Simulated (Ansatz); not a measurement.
**Telling isomers of H2O2SSi apart by their spectra**

These gas-phase data were calculated for one isomer of H2O2SSi at PBE0-D3(BJ)/def2-SVP (harmonic, unscaled wavenumbers; equilibrium rotational constants with average atomic masses):

* rotational constants: 8.259, 3.452, 2.434 GHz
* all wavenumbers above 1500 cm⁻¹: 3915, 3914
* dipole moment: 1.21 D (PBE0/def2-TZVPD)

Candidates:

(1) `O[Si](O)=S`, a singlet
(2) `O=[Si](O)S`, a singlet

Problem. Which candidate do the data belong to?

Solution. Candidate (1). No mode falls between 2500 and 2800 cm⁻¹, where the S–H stretch of (2) would stand.

The same quantities for all candidates:

|  | rotational constants (GHz) | wavenumbers above 1500 cm⁻¹ | dipole (D) | E above the lowest, PBE0-D3(BJ)/def2-SVP (kcal/mol) |
| --- | --- | --- | --- | --- |
| (1) | 8.259, 3.452, 2.434 | 3915, 3914 | 1.21 | 0.0 |
| (2) | 7.467, 3.578, 2.419 | 3887, 2714 | 3.83 | 21.7 |

Harmonic stretches to hydrogen usually lie a few per cent above observed fundamentals. Each candidate is one conformer. Programs: Ansatz 0.2.0.
